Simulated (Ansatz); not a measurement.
A short molecular-dynamics run on `CC[N](C)[Hf]([F])([F])[F]`.

```yaml
crystal:
  periodic: [false, false, false]
  atoms:
    - {symbol: C, position_ang: [1.916900, -0.795632, -0.209954]}
    - {symbol: C, position_ang: [1.006979, 0.083660, 0.633248]}
    - {symbol: N, position_ang: [-0.365729, 0.139759, 0.165868]}
    - {symbol: C, position_ang: [-1.107743, -1.095937, 0.308612]}
    - {symbol: Hf, position_ang: [-1.350780, 1.718160, -0.584613]}
    - {symbol: F, position_ang: [-2.857253, 2.057576, 0.549565]}
    - {symbol: F, position_ang: [-0.133777, 3.189267, -0.656826]}
    - {symbol: F, position_ang: [-2.027017, 1.225169, -2.307968]}
    - {symbol: H, position_ang: [1.938324, -0.449975, -1.246128]}
    - {symbol: H, position_ang: [2.936663, -0.768320, 0.181007]}
    - {symbol: H, position_ang: [1.591379, -1.837766, -0.206221]}
    - {symbol: H, position_ang: [1.019959, -0.268313, 1.675574]}
    - {symbol: H, position_ang: [1.410190, 1.101929, 0.648834]}
    - {symbol: H, position_ang: [-0.714429, -1.900317, -0.323126]}
    - {symbol: H, position_ang: [-1.106109, -1.442744, 1.350455]}
    - {symbol: H, position_ang: [-2.157536, -0.956507, 0.021684]}
basis:
  gaussian: {orbitals: def2-SVP}
hamiltonian: {xc: {name: BLYP}, dispersion: d3bj}
md: {timestep: 1 fs, n_steps: 50, ensemble: nve, temperature: 500, initial_velocities: maxwell_boltzmann, seed: 350}
```

```sh
$ ansatz run in.yaml --threads 2 --pin off --events-out ev --progress --plain --max-ram 22528MiB --backend cpu
```

```
step  time (fs)  potential energy (eV)  kinetic (eV)  T (K)  conserved (eV)
   0        0.0            -14184.0495        0.9048    500     -14183.1447
   1        1.0            -14183.9609        0.8216    454     -14183.1392
   2        2.0            -14183.7900        0.6591    364     -14183.1308
   3        3.0            -14183.6572        0.5272    291     -14183.1299
   4        4.0            -14183.5830        0.4504    249     -14183.1326
   5        5.0            -14183.5294        0.3962    219     -14183.1332
   6        6.0            -14183.4808        0.3479    192     -14183.1329
   7        7.0            -14183.4413        0.3095    171     -14183.1319
   8        8.0            -14183.4337        0.3052    169     -14183.1286
   9        9.0            -14183.5075        0.3794    210     -14183.1281
  10       10.0            -14183.6634        0.5279    292     -14183.1355
  11       11.0            -14183.7943        0.6522    360     -14183.1421
  12       12.0            -14183.8031        0.6633    367     -14183.1398
  13       13.0            -14183.7192        0.5863    324     -14183.1329
  14       14.0            -14183.6413        0.5111    282     -14183.1302
  15       15.0            -14183.6119        0.4795    265     -14183.1323
  16       16.0            -14183.6029        0.4689    259     -14183.1340
  17       17.0            -14183.5865        0.4523    250     -14183.1342
  18       18.0            -14183.5574        0.4241    234     -14183.1333
  19       19.0            -14183.5345        0.4046    224     -14183.1300
  20       20.0            -14183.5692        0.4409    244     -14183.1282
  21       21.0            -14183.6828        0.5495    304     -14183.1333
  22       22.0            -14183.8024        0.6630    366     -14183.1393
  23       23.0            -14183.8389        0.6995    387     -14183.1394
  24       24.0            -14183.7877        0.6527    361     -14183.1349
  25       25.0            -14183.7132        0.5819    322     -14183.1313
  26       26.0            -14183.6696        0.5378    297     -14183.1318
  27       27.0            -14183.6523        0.5185    287     -14183.1338
  28       28.0            -14183.6320        0.4975    275     -14183.1345
  29       29.0            -14183.5976        0.4642    257     -14183.1334
  30       30.0            -14183.5694        0.4392    243     -14183.1302
  31       31.0            -14183.5959        0.4670    258     -14183.1289
  32       32.0            -14183.6922        0.5583    309     -14183.1339
  33       33.0            -14183.7878        0.6489    359     -14183.1389
  34       34.0            -14183.8078        0.6691    370     -14183.1387
  35       35.0            -14183.7517        0.6162    341     -14183.1355
  36       36.0            -14183.6681        0.5356    296     -14183.1325
  37       37.0            -14183.6011        0.4688    259     -14183.1323
  38       38.0            -14183.5543        0.4204    232     -14183.1339
  39       39.0            -14183.5032        0.3687    204     -14183.1345
  40       40.0            -14183.4373        0.3041    168     -14183.1333
  41       41.0            -14183.3775        0.2474    137     -14183.1301
  42       42.0            -14183.3741        0.2462    136     -14183.1279
  43       43.0            -14183.4572        0.3258    180     -14183.1313
  44       44.0            -14183.5781        0.4416    244     -14183.1365
  45       45.0            -14183.6615        0.5237    289     -14183.1379
  46       46.0            -14183.6831        0.5465    302     -14183.1366
  47       47.0            -14183.6633        0.5292    292     -14183.1341
  48       48.0            -14183.6410        0.5088    281     -14183.1322
  49       49.0            -14183.6418        0.5083    281     -14183.1335
  50       50.0            -14183.6462        0.5106    282     -14183.1356
```

Velocities are drawn at the set temperature; a run this short doesn't reach equilibrium.

Frames (Å, forces in eV/Å):

```xyz
16
time=0.0 fs
C     1.917   -0.796   -0.210    0.055    0.017    0.053
C     1.007    0.084    0.633    0.086    0.028   -0.047
N    -0.366    0.140    0.166    0.012   -0.022    0.045
C    -1.108   -1.096    0.309   -0.085    0.022   -0.030
Hf   -1.351    1.718   -0.585    0.005    0.224   -0.070
F    -2.857    2.058    0.550   -0.581    0.093    0.466
F    -0.134    3.189   -0.657    0.502    0.546   -0.011
F    -2.027    1.225   -2.308   -0.255   -0.246   -0.674
H     1.938   -0.450   -1.246    0.007    0.170   -0.528
H     2.937   -0.768    0.181    0.521   -0.010    0.173
H     1.591   -1.838   -0.206   -0.143   -0.522   -0.016
H     1.020   -0.268    1.676    0.031   -0.158    0.522
H     1.410    1.102    0.649    0.189    0.492    0.028
H    -0.714   -1.900   -0.323    0.173   -0.444   -0.293
H    -1.106   -1.443    1.350   -0.016   -0.223    0.514
H    -2.158   -0.957    0.022   -0.503    0.034   -0.133
16
time=5.0 fs
C     1.909   -0.797   -0.228    0.540   -1.071    0.353
C     0.979    0.073    0.622    0.038    1.331    1.137
N    -0.391    0.158    0.155    1.102   -0.825    0.941
C    -1.084   -1.072    0.314   -0.765   -1.753   -0.447
Hf   -1.347    1.721   -0.578   -1.224    0.097   -1.358
F    -2.858    2.047    0.555   -0.562    0.120    0.464
F    -0.143    3.174   -0.675    0.909    1.013    0.005
F    -2.019    1.203   -2.342    0.099    0.042    0.261
H     1.860   -0.452   -1.298    0.266   -0.350    0.488
H     2.973   -0.798    0.184   -0.802    0.323   -0.527
H     1.615   -1.915   -0.143    0.154    1.340   -0.356
H     0.909   -0.274    1.690    0.403   -0.174   -0.252
H     1.248    1.161    0.736    0.884   -0.555   -0.291
H    -0.580   -1.875   -0.314   -0.900    0.398   -0.215
H    -1.066   -1.628    1.326   -0.187    1.293   -0.350
H    -2.132   -0.813   -0.002    0.047   -1.227    0.148
16
time=10.0 fs
C     1.907   -0.810   -0.239   -0.930    1.759    0.440
C     0.952    0.082    0.628    1.081    0.421    1.384
N    -0.399    0.164    0.159    0.744   -0.410    0.783
C    -1.075   -1.076    0.308   -1.274   -0.573   -1.452
Hf   -1.345    1.725   -0.572   -1.817   -0.098   -1.980
F    -2.867    2.038    0.566   -0.360    0.096    0.314
F    -0.141    3.172   -0.694    0.959    1.065    0.029
F    -2.010    1.181   -2.373    0.336    0.254    0.966
H     1.836   -0.512   -1.289    0.092    0.127   -0.446
H     2.922   -0.754    0.107    1.127    0.332    0.316
H     1.637   -1.829   -0.144   -0.593   -1.709    0.010
H     0.886   -0.328    1.701    0.437    0.246   -0.798
H     1.288    1.150    0.761    0.483   -0.582   -0.252
H    -0.615   -1.803   -0.372   -0.144   -0.602   -0.453
H    -1.061   -1.567    1.280    0.052    0.180    1.077
H    -2.129   -0.918   -0.004   -0.193   -0.507    0.061
16
time=15.0 fs
C     1.894   -0.803   -0.241    0.345   -1.054    0.085
C     0.945    0.098    0.652    1.922   -0.987   -1.329
N    -0.396    0.163    0.176   -0.408    0.138   -0.032
C    -1.087   -1.098    0.281   -0.559   -1.260    0.257
Hf   -1.346    1.728   -0.570   -1.779   -0.073   -2.070
F    -2.879    2.030    0.581   -0.035    0.049    0.064
F    -0.127    3.183   -0.712    0.611    0.655    0.089
F    -1.996    1.162   -2.391    0.448    0.378    1.374
H     1.835   -0.557   -1.336   -0.126    0.135    0.444
H     2.998   -0.653    0.061   -1.244   -0.390   -0.168
H     1.587   -1.932   -0.160    0.705    1.613   -0.006
H     0.957   -0.368    1.623    0.034   -0.287    1.317
H     1.456    1.063    0.732   -0.260    0.665    0.032
H    -0.702   -1.829   -0.489    0.250   -0.098    0.886
H    -1.047   -1.431    1.378    0.133   -0.339   -1.059
H    -2.170   -1.133    0.012   -0.037    0.855    0.116
16
time=20.0 fs
C     1.882   -0.806   -0.241   -0.773    2.015   -0.733
C     0.976    0.094    0.661    1.584   -1.045    0.720
N    -0.397    0.163    0.192   -0.124   -0.247   -0.193
C    -1.112   -1.141    0.255   -0.326    0.452    0.270
Hf   -1.349    1.731   -0.570   -1.294    0.239   -1.772
F    -2.892    2.023    0.596    0.249    0.005   -0.196
F    -0.106    3.202   -0.729    0.077    0.053    0.156
F    -1.977    1.148   -2.393    0.415    0.408    1.424
H     1.804   -0.561   -1.323   -0.259    0.279    0.044
H     2.903   -0.620    0.005    1.418   -0.059    0.519
H     1.647   -1.824   -0.167   -0.363   -2.183    0.363
H     1.036   -0.415    1.725   -0.240    0.996   -1.199
H     1.550    1.085    0.710   -1.224   -0.524    0.097
H    -0.728   -1.899   -0.447    0.489   -0.202    0.130
H    -1.007   -1.388    1.316   -0.042   -1.055    0.359
H    -2.219   -1.170    0.048    0.411    0.866    0.011
16
time=25.0 fs
C     1.864   -0.790   -0.249    1.701   -1.623    0.500
C     1.032    0.069    0.675   -1.660   -0.050   -1.949
N    -0.400    0.157    0.207    0.348   -1.338    0.163
C    -1.138   -1.177    0.237    1.638    0.626    1.518
Hf   -1.353    1.735   -0.572   -0.586    0.479   -1.117
F    -2.902    2.016    0.610    0.424   -0.020   -0.401
F    -0.084    3.221   -0.744   -0.381   -0.489    0.224
F    -1.953    1.139   -2.377    0.249    0.336    1.110
H     1.717   -0.505   -1.305   -0.002   -0.046   -0.112
H     2.970   -0.626    0.021   -0.976   -0.256   -0.409
H     1.686   -1.942   -0.119    0.100    1.684   -0.260
H     1.068   -0.295    1.669   -0.060   -0.720    1.810
H     1.421    1.074    0.705    0.388    1.031   -0.070
H    -0.665   -1.993   -0.364   -0.411    0.540   -0.487
H    -0.982   -1.557    1.287   -0.505    0.060   -0.204
H    -2.212   -1.020    0.081   -0.268   -0.213   -0.315
16
time=30.0 fs
C     1.872   -0.794   -0.252    0.343    1.230   -0.851
C     1.061    0.047    0.670   -2.161    2.263    1.731
N    -0.398    0.130    0.224    0.460   -1.414    0.439
C    -1.139   -1.199    0.245    0.314    0.987    0.886
Hf   -1.358    1.739   -0.576    0.298    0.376   -0.005
F    -2.907    2.009    0.618    0.510   -0.008   -0.546
F    -0.066    3.235   -0.757   -0.720   -0.830    0.241
F    -1.926    1.134   -2.347   -0.010    0.162    0.454
H     1.634   -0.462   -1.302    0.376   -0.432    0.420
H     2.923   -0.671   -0.027    0.985    0.337   -0.093
H     1.719   -1.835   -0.112   -0.646   -1.618   -0.036
H     1.083   -0.252    1.806    0.077    0.076   -1.553
H     1.337    1.174    0.688    0.336   -1.386   -0.138
H    -0.677   -1.984   -0.396   -0.451    0.423   -0.699
H    -1.060   -1.724    1.248   -0.299    0.774   -0.133
H    -2.220   -0.920    0.050    0.588   -0.940   -0.116
16
time=35.0 fs
C     1.892   -0.789   -0.263    0.554   -1.445    1.001
C     1.048    0.059    0.686   -1.446   -0.598   -1.293
N    -0.390    0.082    0.248   -0.267    0.473    0.228
C    -1.129   -1.203    0.266    0.462    0.498   -1.377
Hf   -1.363    1.744   -0.580    1.178   -0.061    1.359
F    -2.905    2.001    0.619    0.455    0.041   -0.569
F    -0.058    3.238   -0.766   -0.840   -0.942    0.240
F    -1.899    1.131   -2.312   -0.328   -0.135   -0.463
H     1.616   -0.493   -1.268    0.045    0.083   -0.878
H     3.005   -0.664   -0.111   -0.655   -0.039   -0.049
H     1.646   -1.908   -0.132    0.334    1.158   -0.221
H     1.113   -0.227    1.723    0.117   -0.545    1.082
H     1.346    1.081    0.640    0.732    1.476   -0.039
H    -0.787   -1.877   -0.563    0.148   -0.097    0.450
H    -1.199   -1.754    1.210    0.409   -0.048    0.616
H    -2.159   -0.998   -0.018   -0.897    0.182   -0.089
16
time=40.0 fs
C     1.916   -0.801   -0.265   -1.059    0.715   -1.258
C     1.012    0.072    0.686    1.700    0.094   -0.113
N    -0.385    0.042    0.275   -0.811    2.472   -0.266
C    -1.118   -1.197    0.266   -1.896   -0.542   -0.929
Hf   -1.367    1.748   -0.582    1.792   -0.419    2.382
F    -2.898    1.995    0.614    0.258    0.114   -0.452
F    -0.060    3.229   -0.772   -0.776   -0.784    0.199
F    -1.876    1.127   -2.283   -0.592   -0.421   -1.322
H     1.633   -0.527   -1.346    0.323   -0.102    0.946
H     3.011   -0.652   -0.191   -0.076   -0.089    0.400
H     1.620   -1.852   -0.185    0.288   -0.510    0.192
H     1.165   -0.290    1.766   -0.240    0.420   -0.785
H     1.463    1.140    0.596   -0.940   -1.063    0.381
H    -0.860   -1.799   -0.645    0.661   -0.717    0.769
H    -1.247   -1.757    1.257    0.657    0.287   -0.853
H    -2.212   -1.056   -0.078    0.712    0.545    0.710
16
time=45.0 fs
C     1.923   -0.803   -0.282   -0.737   -0.375    0.964
C     1.002    0.080    0.677    1.038   -2.445   -0.279
N    -0.394    0.042    0.297   -0.892    2.660   -0.880
C    -1.136   -1.199    0.244    0.520    0.088   -0.786
Hf   -1.367    1.752   -0.581    1.954   -0.781    2.468
F    -2.888    1.989    0.603   -0.131    0.180   -0.172
F    -0.071    3.211   -0.776   -0.428   -0.389    0.171
F    -1.861    1.117   -2.270   -0.708   -0.544   -1.663
H     1.699   -0.563   -1.305   -0.359    0.498   -1.220
H     3.011   -0.656   -0.181    0.089   -0.010    0.471
H     1.660   -1.886   -0.198    0.303    0.229    0.216
H     1.173   -0.295    1.728   -0.195    0.192   -0.234
H     1.420    1.069    0.624    0.027    1.284    0.058
H    -0.793   -1.875   -0.568    0.204   -0.251    0.080
H    -1.156   -1.729    1.189    0.140   -0.559    0.891
H    -2.175   -0.996   -0.007   -0.826    0.223   -0.086
16
time=50.0 fs
C     1.914   -0.805   -0.292    0.330   -0.010   -0.540
C     1.015    0.056    0.657    0.097    0.864   -0.688
N    -0.417    0.084    0.306   -0.269    0.610   -1.046
C    -1.149   -1.202    0.214    0.605   -0.182    1.654
Hf   -1.366    1.755   -0.577    1.487   -1.194    1.547
F    -2.879    1.986    0.589   -0.536    0.258    0.149
F    -0.088    3.188   -0.777    0.085    0.216    0.118
F    -1.854    1.101   -2.277   -0.586   -0.373   -1.269
H     1.721   -0.525   -1.394    0.225   -0.325    1.158
H     3.022   -0.660   -0.075   -0.834    0.082   -0.133
H     1.745   -1.920   -0.164   -0.107    0.802   -0.129
H     1.145   -0.279    1.694    0.039   -0.320    0.525
H     1.338    1.158    0.673    0.035   -1.034   -0.170
H    -0.691   -1.991   -0.463   -0.693    0.889   -0.355
H    -1.037   -1.765    1.220   -0.544    0.697   -0.629
H    -2.237   -0.908    0.068    0.668   -0.979   -0.192
```

Run time 3.1 min (2 threads of an AMD EPYC 7R13 on a shared host); peak host memory 0.53 GiB.
